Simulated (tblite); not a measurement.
A geometry optimisation, step by step.

Species: C₅H₇F₂Se (doublet state).
Atom-mapped SMILES: `[CH2:1][C:2](=[Se:3])[C@H:4]([CH3:5])[CH:6]([F:7])[F:8]` (hydrogens: H9, H10 on C1; H11 on C4; H12, H13, H14 on C5; H15 on C6)
Bond orders are those of one Lewis drawing.

Computed with GFN2-xTB (tblite), gas phase: L-BFGS steps from a force-field or distance-geometry start until the largest atomic force falls under 0.01 eV/Å. 7 of its 114 geometries are shown.

Step 0: E = -729.2279 eV, largest atomic force 4.867 eV/Å
```
atom  x, y, z in Å  |  force x, y, z in eV/Å
C1      2.135   -0.260    0.842   -2.418  -2.685  -3.261
C2      0.804   -0.729    0.330    2.240   0.459   1.426
Se3     0.478   -2.390   -0.322    1.808  -1.012   0.283
C4     -0.419    0.094    0.304   -0.234   0.782   1.550
C5     -1.611   -0.644   -0.239   -1.247   0.528  -0.995
C6     -0.099    1.359   -0.442   -0.371   0.517  -0.515
F7      0.910    2.056    0.169   -0.906   0.011  -0.539
F8     -1.236    2.124   -0.440    0.696   0.302  -0.150
H9      2.575    0.466    0.133   -0.210   0.025   1.384
H10     2.740   -1.181    0.950    0.081   0.798   0.271
H11    -0.708    0.414    1.346    0.526  -0.163  -0.514
H12    -2.559   -0.102   -0.046    0.570  -0.095  -0.149
H13    -1.706   -1.623    0.260   -0.131   0.447  -0.373
H14    -1.491   -0.726   -1.355   -0.336  -0.292   1.007
H15     0.182    1.150   -1.509   -0.068   0.378   0.577
```

Step 19: E = -731.0629 eV, largest atomic force 0.130 eV/Å
```
atom  x, y, z in Å  |  force x, y, z in eV/Å
C1      2.084   -0.422    0.552   -0.022   0.008   0.046
C2      0.845   -0.832    0.276    0.023  -0.128  -0.001
Se3     0.602   -2.701   -0.022    0.005   0.056  -0.061
C4     -0.369    0.072    0.291    0.031  -0.019   0.020
C5     -1.637   -0.581   -0.258    0.046   0.018   0.034
C6     -0.121    1.372   -0.481   -0.012   0.023  -0.001
F7      0.819    2.153    0.104   -0.003   0.003   0.018
F8     -1.249    2.124   -0.487   -0.029   0.039  -0.016
H9      2.323    0.602    0.777    0.004   0.026  -0.007
H10     2.901   -1.123    0.581    0.021   0.016  -0.049
H11    -0.536    0.355    1.339   -0.055   0.027  -0.016
H12    -2.496    0.063   -0.081    0.030  -0.033  -0.052
H13    -1.805   -1.532    0.245   -0.066   0.047  -0.001
H14    -1.545   -0.764   -1.329    0.012   0.004   0.073
H15     0.180    1.222   -1.530    0.014  -0.087   0.014
```

Step 38: E = -731.0845 eV, largest atomic force 0.121 eV/Å
```
atom  x, y, z in Å  |  force x, y, z in eV/Å
C1      2.075   -0.402    0.554   -0.029  -0.103   0.056
C2      0.840   -0.825    0.273    0.067  -0.021  -0.010
Se3     0.612   -2.655   -0.195    0.033   0.007  -0.018
C4     -0.380    0.071    0.327    0.071  -0.020   0.022
C5     -1.644   -0.581   -0.224    0.000   0.002   0.001
C6     -0.114    1.349   -0.474   -0.008   0.028  -0.003
F7      0.809    2.146    0.115    0.006   0.012  -0.005
F8     -1.232    2.109   -0.550   -0.011   0.005  -0.042
H9      2.296    0.608    0.853   -0.024  -0.028  -0.008
H10     2.910   -1.083    0.510   -0.018   0.042  -0.012
H11    -0.542    0.358    1.373   -0.022   0.048   0.001
H12    -2.483    0.107   -0.164   -0.005   0.001   0.020
H13    -1.887   -1.475    0.346   -0.005   0.013  -0.011
H14    -1.495   -0.853   -1.268   -0.034  -0.044   0.007
H15     0.228    1.134   -1.499   -0.022   0.058   0.001
```

Step 56: E = -731.0980 eV, largest atomic force 0.118 eV/Å
```
atom  x, y, z in Å  |  force x, y, z in eV/Å
C1      2.062   -0.429    0.620   -0.003  -0.097   0.024
C2      0.849   -0.826    0.225    0.115   0.024   0.015
Se3     0.664   -2.591   -0.459   -0.004   0.048   0.011
C4     -0.364    0.079    0.301    0.089  -0.033   0.015
C5     -1.650   -0.583   -0.175   -0.027  -0.020   0.053
C6     -0.114    1.347   -0.521   -0.008   0.013  -0.025
F7      0.783    2.159    0.090   -0.022   0.024  -0.045
F8     -1.253    2.073   -0.622    0.059   0.093  -0.021
H9      2.246    0.557    1.011   -0.014  -0.033   0.024
H10     2.909   -1.097    0.565   -0.067   0.084  -0.020
H11    -0.480    0.409    1.341   -0.033  -0.051  -0.010
H12    -2.473    0.125   -0.141   -0.041   0.026  -0.030
H13    -1.897   -1.416    0.477    0.011  -0.092  -0.011
H14    -1.539   -0.948   -1.196   -0.035   0.034   0.033
H15     0.253    1.149   -1.539   -0.019  -0.020  -0.014
```

Step 75: E = -731.1856 eV, largest atomic force 0.107 eV/Å
```
atom  x, y, z in Å  |  force x, y, z in eV/Å
C1      1.964   -0.575    0.935   -0.039  -0.042  -0.021
C2      0.909   -0.722    0.132    0.010  -0.011   0.022
Se3     0.965   -1.984   -1.282   -0.029   0.016   0.006
C4     -0.315    0.152    0.250    0.023   0.048  -0.010
C5     -1.638   -0.574    0.015   -0.013   0.011   0.015
C6     -0.148    1.290   -0.761   -0.037   0.005   0.013
F7      0.861    2.116   -0.388   -0.014  -0.082  -0.068
F8     -1.255    2.064   -0.821   -0.026   0.021  -0.003
H9      1.971    0.164    1.720    0.018  -0.034   0.013
H10     2.847   -1.182    0.821   -0.033   0.040   0.019
H11    -0.327    0.600    1.250    0.032   0.014  -0.010
H12    -2.468    0.063    0.314    0.041  -0.027  -0.024
H13    -1.664   -1.486    0.606   -0.009  -0.013   0.019
H14    -1.772   -0.834   -1.033    0.083  -0.014  -0.013
H15     0.065    0.917   -1.779   -0.006   0.067   0.042
```

Step 94: E = -731.2168 eV, largest atomic force 0.093 eV/Å
```
atom  x, y, z in Å  |  force x, y, z in eV/Å
C1      1.877   -0.705    1.037    0.020   0.062   0.024
C2      0.940   -0.650    0.093    0.026   0.015   0.006
Se3     1.094   -1.718   -1.472    0.028   0.070   0.054
C4     -0.275    0.232    0.217   -0.016  -0.042  -0.004
C5     -1.554   -0.586    0.065    0.009  -0.004   0.010
C6     -0.214    1.331   -0.840   -0.009   0.003  -0.016
F7      0.880    2.110   -0.657   -0.019  -0.013  -0.010
F8     -1.283    2.157   -0.745    0.020  -0.012   0.003
H9      1.816   -0.099    1.929    0.011  -0.063  -0.060
H10     2.739   -1.341    0.937    0.031  -0.029   0.016
H11    -0.256    0.722    1.196   -0.003  -0.012   0.000
H12    -2.434    0.025    0.243    0.000   0.048  -0.001
H13    -1.538   -1.403    0.783   -0.061  -0.013  -0.011
H14    -1.614   -1.002   -0.940   -0.033  -0.022   0.015
H15    -0.181    0.934   -1.867   -0.004   0.012  -0.026
```

Step 113: E = -731.2268 eV, largest atomic force 0.008 eV/Å
```
atom  x, y, z in Å  |  force x, y, z in eV/Å
C1      1.860   -0.752    1.066   -0.007   0.002  -0.002
C2      0.969   -0.618    0.085    0.002  -0.006  -0.001
Se3     1.223   -1.542   -1.553    0.001   0.000  -0.002
C4     -0.262    0.241    0.209    0.006  -0.002   0.003
C5     -1.542   -0.583    0.090    0.005  -0.006  -0.002
C6     -0.241    1.323   -0.868    0.006   0.001   0.002
F7      0.878    2.081   -0.765    0.006   0.001  -0.001
F8     -1.284    2.173   -0.718   -0.004   0.002  -0.002
H9      1.750   -0.237    2.006   -0.004   0.003  -0.002
H10     2.728   -1.380    0.955   -0.002   0.003   0.001
H11    -0.238    0.749    1.179    0.001   0.000   0.006
H12    -2.414    0.063    0.164    0.003  -0.004  -0.001
H13    -1.582   -1.322    0.887   -0.001   0.002   0.004
H14    -1.570   -1.103   -0.867   -0.007   0.002  -0.001
H15    -0.279    0.916   -1.891   -0.005   0.002  -0.001
```

Task: Summarise the path.

Result: The energy falls by 1.9988 eV from step 0 to step 113; nine tenths of that is first reached at step 14. It falls at every step. The largest force goes from 4.867 to 0.008 eV/Å. Among the bonds C1–C2 changes most, from 1.502 to 1.332 Å; the atoms move by 0.854 Å rms after alignment.

Task: Follow the three bonds and two angles with the largest change from start to end.

Result: 
```json
{"step": "0", "E above end (eV)": "1.9988", "largest force (eV/Å)": "4.867", "C1–C2 (Å)": "1.502", "C2=Se3 (Å)": "1.814", "C5–H14 (Å)": "1.125", "C2–C1–H10 (°)": "104.9", "C2–C1–H9 (°)": "109.8"}
{"step": "5", "E above end (eV)": "0.6232", "largest force (eV/Å)": "0.739", "C1–C2 (Å)": "1.357", "C2=Se3 (Å)": "1.873", "C5–H14 (Å)": "1.087", "C2–C1–H10 (°)": "119.8", "C2–C1–H9 (°)": "126.7"}
{"step": "10", "E above end (eV)": "0.3211", "largest force (eV/Å)": "0.693", "C1–C2 (Å)": "1.330", "C2=Se3 (Å)": "1.951", "C5–H14 (Å)": "1.087", "C2–C1–H10 (°)": "117.5", "C2–C1–H9 (°)": "122.8"}
{"step": "15", "E above end (eV)": "0.1791", "largest force (eV/Å)": "0.344", "C1–C2 (Å)": "1.336", "C2=Se3 (Å)": "1.884", "C5–H14 (Å)": "1.088", "C2–C1–H10 (°)": "118.8", "C2–C1–H9 (°)": "124.0"}
{"step": "20", "E above end (eV)": "0.1623", "largest force (eV/Å)": "0.093", "C1–C2 (Å)": "1.335", "C2=Se3 (Å)": "1.905", "C5–H14 (Å)": "1.090", "C2–C1–H10 (°)": "120.8", "C2–C1–H9 (°)": "122.9"}
{"step": "25", "E above end (eV)": "0.1558", "largest force (eV/Å)": "0.124", "C1–C2 (Å)": "1.333", "C2=Se3 (Å)": "1.906", "C5–H14 (Å)": "1.089", "C2–C1–H10 (°)": "121.2", "C2–C1–H9 (°)": "122.5"}
{"step": "29", "E above end (eV)": "0.1499", "largest force (eV/Å)": "0.116", "C1–C2 (Å)": "1.336", "C2=Se3 (Å)": "1.902", "C5–H14 (Å)": "1.091", "C2–C1–H10 (°)": "121.4", "C2–C1–H9 (°)": "122.3"}
{"step": "34", "E above end (eV)": "0.1458", "largest force (eV/Å)": "0.058", "C1–C2 (Å)": "1.333", "C2=Se3 (Å)": "1.904", "C5–H14 (Å)": "1.089", "C2–C1–H10 (°)": "120.7", "C2–C1–H9 (°)": "122.8"}
{"step": "39", "E above end (eV)": "0.1413", "largest force (eV/Å)": "0.102", "C1–C2 (Å)": "1.336", "C2=Se3 (Å)": "1.900", "C5–H14 (Å)": "1.090", "C2–C1–H10 (°)": "120.4", "C2–C1–H9 (°)": "123.1"}
{"step": "44", "E above end (eV)": "0.1362", "largest force (eV/Å)": "0.058", "C1–C2 (Å)": "1.334", "C2=Se3 (Å)": "1.902", "C5–H14 (Å)": "1.090", "C2–C1–H10 (°)": "121.2", "C2–C1–H9 (°)": "122.4"}
{"step": "49", "E above end (eV)": "0.1340", "largest force (eV/Å)": "0.044", "C1–C2 (Å)": "1.335", "C2=Se3 (Å)": "1.900", "C5–H14 (Å)": "1.088", "C2–C1–H10 (°)": "121.0", "C2–C1–H9 (°)": "122.5"}
{"step": "54", "E above end (eV)": "0.1313", "largest force (eV/Å)": "0.083", "C1–C2 (Å)": "1.334", "C2=Se3 (Å)": "1.903", "C5–H14 (Å)": "1.091", "C2–C1–H10 (°)": "120.9", "C2–C1–H9 (°)": "122.3"}
{"step": "59", "E above end (eV)": "0.1185", "largest force (eV/Å)": "0.169", "C1–C2 (Å)": "1.336", "C2=Se3 (Å)": "1.897", "C5–H14 (Å)": "1.087", "C2–C1–H10 (°)": "121.5", "C2–C1–H9 (°)": "122.2"}
{"step": "64", "E above end (eV)": "0.1015", "largest force (eV/Å)": "0.251", "C1–C2 (Å)": "1.334", "C2=Se3 (Å)": "1.903", "C5–H14 (Å)": "1.089", "C2–C1–H10 (°)": "122.7", "C2–C1–H9 (°)": "121.3"}
{"step": "69", "E above end (eV)": "0.0609", "largest force (eV/Å)": "0.208", "C1–C2 (Å)": "1.334", "C2=Se3 (Å)": "1.893", "C5–H14 (Å)": "1.088", "C2–C1–H10 (°)": "122.3", "C2–C1–H9 (°)": "121.5"}
{"step": "74", "E above end (eV)": "0.0430", "largest force (eV/Å)": "0.178", "C1–C2 (Å)": "1.335", "C2=Se3 (Å)": "1.898", "C5–H14 (Å)": "1.089", "C2–C1–H10 (°)": "121.7", "C2–C1–H9 (°)": "121.1"}
{"step": "79", "E above end (eV)": "0.0365", "largest force (eV/Å)": "0.070", "C1–C2 (Å)": "1.333", "C2=Se3 (Å)": "1.894", "C5–H14 (Å)": "1.090", "C2–C1–H10 (°)": "121.7", "C2–C1–H9 (°)": "121.8"}
{"step": "84", "E above end (eV)": "0.0304", "largest force (eV/Å)": "0.099", "C1–C2 (Å)": "1.332", "C2=Se3 (Å)": "1.898", "C5–H14 (Å)": "1.087", "C2–C1–H10 (°)": "121.7", "C2–C1–H9 (°)": "121.4"}
{"step": "88", "E above end (eV)": "0.0216", "largest force (eV/Å)": "0.155", "C1–C2 (Å)": "1.332", "C2=Se3 (Å)": "1.898", "C5–H14 (Å)": "1.092", "C2–C1–H10 (°)": "121.8", "C2–C1–H9 (°)": "121.3"}
{"step": "93", "E above end (eV)": "0.0110", "largest force (eV/Å)": "0.097", "C1–C2 (Å)": "1.333", "C2=Se3 (Å)": "1.901", "C5–H14 (Å)": "1.090", "C2–C1–H10 (°)": "121.4", "C2–C1–H9 (°)": "121.5"}
{"step": "98", "E above end (eV)": "0.0048", "largest force (eV/Å)": "0.078", "C1–C2 (Å)": "1.333", "C2=Se3 (Å)": "1.900", "C5–H14 (Å)": "1.089", "C2–C1–H10 (°)": "121.3", "C2–C1–H9 (°)": "121.7"}
{"step": "103", "E above end (eV)": "0.0013", "largest force (eV/Å)": "0.060", "C1–C2 (Å)": "1.331", "C2=Se3 (Å)": "1.898", "C5–H14 (Å)": "1.090", "C2–C1–H10 (°)": "121.2", "C2–C1–H9 (°)": "121.9"}
{"step": "108", "E above end (eV)": "0.0002", "largest force (eV/Å)": "0.028", "C1–C2 (Å)": "1.333", "C2=Se3 (Å)": "1.897", "C5–H14 (Å)": "1.090", "C2–C1–H10 (°)": "121.4", "C2–C1–H9 (°)": "121.8"}
{"step": "113", "E above end (eV)": "0.0000", "largest force (eV/Å)": "0.008", "C1–C2 (Å)": "1.332", "C2=Se3 (Å)": "1.898", "C5–H14 (Å)": "1.089", "C2–C1–H10 (°)": "121.5", "C2–C1–H9 (°)": "121.7"}
```

The cost below is that of the whole relaxation. Hardware: one thread, AMD EPYC (x86_64), no GPU, shared host with 64 logical CPUs at a one-minute load of 58. Cost: 1.9 s wall.
